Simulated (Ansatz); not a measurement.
`F[SiH](Cl)O[SiH3]` + `CC` → `CC[SiH](Cl)O[SiH3]` + H–F at 400 K and 1 bar (formal exchange of groups at the Si–F bond).

Calculated with Ansatz (gas phase, PBE0-D4/def2-TZVP geometries, no zero-point term in ΔE). CCSD(T)/CBS is the MP2 limit (def2-TZVPP, def2-QZVPP) plus CCSD(T) − MP2 in def2-TZVPP, frozen cores. This one scheme is used for every species. One conformer a species, not always the lowest.

```tsv
species	CCSD(T)/CBS energy (Eh)	H − E (kJ/mol)	S (J/(mol·K))
`F[SiH](Cl)O[SiH3]`	-1215.52253	150.1	418.4
`CC`	-79.71954	213.5	244.3
`CC[SiH](Cl)O[SiH3]`	-1194.79013	325.0	479.1
H–F	-100.39570	36.5	182.2
```

H − E and S are ideal-gas, rigid-rotor, harmonic terms from PBE0-D4/def2-TZVP, for one conformer and one mirror image of each species. 1 Eh = 2625.50 kJ/mol, R = 8.31446 J/(mol·K).

Question: By hand: ΔE, ΔH, ΔS and ΔG.

Answer: ΔE = (-1194.79013) + (-100.39570) − (-1215.52253) − (-79.71954) = 0.05624 Eh = 147.7 kJ/mol. Δ(H − E) = 325.0 + 36.5 − 150.1 − 213.5 = -2.1, so ΔH = 145.6 kJ/mol. ΔS = 479.1 + 182.2 − 418.4 − 244.3 = -1.4 J/(mol·K). ΔG = 145.6 − 400 × (-1.4)/1000 = 146.2 kJ/mol.

Question: By hand: the equilibrium constant, and the temperature at which ΔG would vanish if ΔH and ΔS stayed fixed.

Answer: log₁₀ K = −ΔG/(RT ln 10) = -19.1. ΔH and −TΔS have one sign here, so there is no such temperature. One of them is within its doubt of zero, so this could turn.

The number of gas molecules stays the same, so ΔS is small and ΔH decides. A doubt of 5 kJ/mol in ΔE shifts log₁₀ K by 0.7 here. Other conformers and mirror images would add mixing entropy, several J/(mol·K) or more a flexible species. Modes under 60 cm⁻¹, often nearly free rotors, make the harmonic entropy too high. These are equilibria of isolated gas molecules and say nothing of rates. Largest T1 diagnostic: 0.011 (customary marks: 0.02 for closed shells, 0.045 for open ones).
